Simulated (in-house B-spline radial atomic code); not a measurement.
Configurations of the niobium ion Nb⁺, with energies counted from [Kr] 4d4. Method: Dirac-Hartree-Fock, average of configuration, Fermi nucleus of rms radius 4.324 fm. Calculated with an all-electron radial atomic-structure program (B-spline basis). Energies include first-order Breit, QED and recoil terms.

Occupations are held fixed; configurations that lie above the ionisation limit could autoionise.

| configuration | E - E(ref) (eV) | highest orbital | its <r> (bohr) |
| --- | --- | --- | --- |
| [Kr] 4d3 6s1 | 6.9596 | 6s1/2 | 7.545 |
| [Kr] 4d3 8s1 | 10.422 | 8s1/2 | 20.09 |
| [Kr] 4d3 6f1 | 10.933 | 6f5/2 | 23.63 |
| [Ar] 3d10 4s2 4p5 4d4 6s1 | 41.859 | 6s1/2 | 7.476 |
| [Ar] 3d10 4s2 4p5 4d4 4f1 | 43.979 | 4f5/2 | 8.787 |
| [Ar] 3d10 4s2 4p5 4d4 8f1 | 46.556 | 8f5/2 | 44.4 |

Problem. Order these further configurations by energy, lowest first.
A. [Kr] 4d3 5s1
B. [Kr] 4d3 5g1
C. [Kr] 4d3 5f1
D. [Kr] 4d3 6g1
E. [Ar] 3d10 4s2 4p5 4d4 5f1

Solution. A (-0.039453 eV), C (10.261 eV), B (10.284 eV), D (10.949 eV), E (45.212 eV).

Problem. How far above the reference does [Ar] 3d10 4s2 4p5 4d4 5g1 lie?

Solution. 45.239 eV; its least bound orbital is 5g7/2 with <r> = 13.74 bohr.

Problem. Is the reference the lowest configuration at this level of theory?

Solution. No: [Kr] 4d3 5s1 lies 0.03945 eV lower. Averages of configurations without correlation can order differently from the measured ground levels.
